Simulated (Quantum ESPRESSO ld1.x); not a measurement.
Task: These are the eigenvalues of the occupied orbitals of an atom or ion with whole-number occupations (eV). All-electron calculation, scalar-relativistic Kohn-Sham, PW86 exchange with PBE correlation, spin-unpolarised, spherical densities, point nucleus. Program: ld1.x of Quantum ESPRESSO 7.5.

orbital  eigenvalue
1s         -48432.6
2s         -7999.86
2p         -7131.16
3s         -1808.09
3p         -1537.71
3d         -1176.69
4s         -404.700
4p         -315.167
4d         -190.301
5s         -86.7037
5p         -62.8080
4f         -54.3668
6s         -26.9277

Which element is it, and in what charge state? The configuration may be excited.

Result: Z = 63, europium, charge +3: Eu3+ in [Xe] 4f4 6s2. The list shows which subshells hold electrons but not how many an open one holds; the 1s level, -1779.9 hartree, gives Z - s = 59.7 by -(Z - s)^2/2, which with screening and relativity narrows Z to a few neighbours, and the depths of the outer levels then fix element, charge and occupations together.
